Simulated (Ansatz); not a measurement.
CH$_{7}$BOSi$_{2}$, SMILES `OB1[SiH2]C1[SiH3]`, relaxed with RKS PBE-D4/def2-SVP in Ansatz 0.2.0 from a rough embedded geometry. The force threshold is 0.03 eV/Å; the program also tests the step.

Total charge 0; spin multiplicity 1.

Start:

```xyz
12

O     0.037    1.224    2.261
B    -0.395    0.617    1.083
Si   -1.413    0.666   -0.677
C    -0.453   -0.705    0.104
Si    1.170   -0.983   -0.734
H     0.947    1.667    2.066
H    -2.841    0.751   -0.336
H    -0.714    1.565   -1.552
H    -1.066   -1.511    0.568
H     2.034   -1.693    0.234
H     1.778    0.271   -1.134
H     0.916   -1.867   -1.883
```

| step | energy (eV) | largest force (eV/Å) | largest move (Å) |
| --- | --- | --- | --- |
| 1 | -19607.2276 | 2.192 | 0.000 |
| 2 | -19608.0123 | 1.347 | 0.195 |
| 3 | -19608.3314 | 1.836 | 0.195 |
| 4 | -19608.6102 | 1.374 | 0.195 |
| 5 | -19608.7686 | 0.964 | 0.200 |
| 6 | -19608.8058 | 1.401 | 0.193 |
| 7 | -19608.8380 | 0.366 | 0.061 |
| 8 | -19608.8399 | 0.171 | 0.176 |
| 9 | -19608.8501 | 0.155 | 0.058 |
| 10 (rejected) | -19608.8494 | 0.241 | 0.116 |
| 11 | -19608.8540 | 0.028 | 0.056 |
| 12 | -19608.8558 | 0.045 | 0.072 |
| 13 | -19608.8564 | 0.037 | 0.036 |
| 14 | -19608.8567 | 0.047 | 0.011 |
| 15 (rejected) | -19608.8564 | 0.050 | 0.018 |
| 16 | -19608.8568 | 0.007 | 0.007 |

End:

```xyz
12

O     0.294    1.016    2.311
B    -0.185    0.686    1.093
Si   -1.288    0.937   -0.518
C    -0.353   -0.596    0.254
Si    1.142   -1.087   -0.778
H     0.161    1.960    2.515
H    -2.788    0.896   -0.436
H    -0.814    1.319   -1.891
H    -0.861   -1.493    0.662
H     2.139   -1.871    0.035
H     1.826    0.155   -1.287
H     0.728   -1.923   -1.960
```

Run time 24 s (4 threads of a server CPU on a shared host); peak host memory 0.16 GiB.
